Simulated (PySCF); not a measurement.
C₂H₈F₂Si₃.
InChI=1S/C2H8F2Si3/c3-2(4)7-1-5-6-7/h2,7H,1,5-6H2/t7-/m1/s1

The calculation used PySCF, TDDFT CAM-B3LYP/def2-SVPD, vertical, gas phase, core orbitals frozen in the response. The structure is a single GFN2-xTB conformer in the gas phase; no vibrational or solvent corrections. Torsions of this conformer, `[F:1][CH:2]([F:3])[Si@H:4]1[CH2:5][SiH2:6][SiH2:7]1`: F1–C2–Si4–C5 -58°.

Orbital energies (eV): HOMO-3 -10.21, HOMO-2 -9.82, HOMO-1 -9.56, HOMO -9.01, LUMO 0.06, LUMO+1 0.26, LUMO+2 0.83.

Computed singlets:

```csv
state,E (eV),f
S1,5.66,0.0066
S2,6.17,0.108
S3,6.25,0.036
S4,6.49,0.0031
S5,6.79,0.0095
S6,6.99,0.0064
S7,7.05,0.103
S8,7.21,0.140
```

Assign a leading configuration to S1, S2, S3, S4, S5 and S7 and set E beside the orbital difference Δε.

```
state  leading configuration  weight  Δε (eV)  E (eV)  E − Δε (eV)       f  other configurations
   S1              HOMO→LUMO    0.82     9.08    5.66        -3.42  0.0066            H→L+1 (8%)
   S2            HOMO→LUMO+1    0.67     9.28    6.17        -3.11   0.108           H-1→L (13%)
   S3            HOMO-1→LUMO    0.74     9.62    6.25        -3.37   0.036           H→L+1 (12%)
   S4            HOMO-2→LUMO    0.78     9.88    6.49        -3.39  0.0031                     –
   S5          HOMO-1→LUMO+1    0.79     9.82    6.79        -3.04  0.0095                     –
   S7            HOMO→LUMO+2    0.68     9.84    7.05        -2.79   0.103           H-3→L (12%)
```

E − Δε runs from -3.42 to -2.79 eV. 

H and L stand for HOMO and LUMO. The other states: S6 6.99 eV, f 0.0064, H-1→L+2 (50%), H-2→L+1 (27%); S8 7.21 eV, f 0.140, H-2→L+1 (44%), H-1→L+2 (29%), H-3→L (8%).

Pair triplets and singlets of the same leading configuration (75% or more in both) and give the splittings.

```json
{"configuration": "HOMO→LUMO", "triplet": "T1", "E(T) (eV)": "4.99", "singlet": "S1", "E(S) (eV)": "5.66", "E(S) − E(T) (eV)": "+0.67"}
```

The 3 triplets are Tamm–Dancoff values, the singlets full response.

Summed over the main configurations (up to three a state, each over 8%) of all 8 singlets, the electron leaves HOMO-1 with weight 2.45, HOMO with weight 2.38, HOMO-2 with weight 1.49 and HOMO-3 with weight 0.20.
